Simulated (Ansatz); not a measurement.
Ansatz (a first-principles code) input:

Ansatz 0.2 input:
```yaml
crystal:
  periodic: [false, false, false]
  atoms:
    - {symbol: Ag, position_ang: [-0.91737441, -0.60708043, -0.78304299]}
    - {symbol: I, position_ang: [0.87846798, 0.62269042, 0.74921143]}
basis:
  gaussian:
    orbitals: def2-TZVP
hamiltonian:
  xc: b3lyp
  dispersion: d3bj
total_charge: 1
magnetization: {spin_polarized: true, initial_magnetization: 1}
relax: {f_tol: 0.002, max_steps: 150}
```

**Question.** Which total energy does the run end on?

**Answer.** -444.56812 Eh (B3LYP-D3(BJ)/def2-TZVP). The basis has 90 functions.

The spin state was set by rule; other spins were not relaxed.
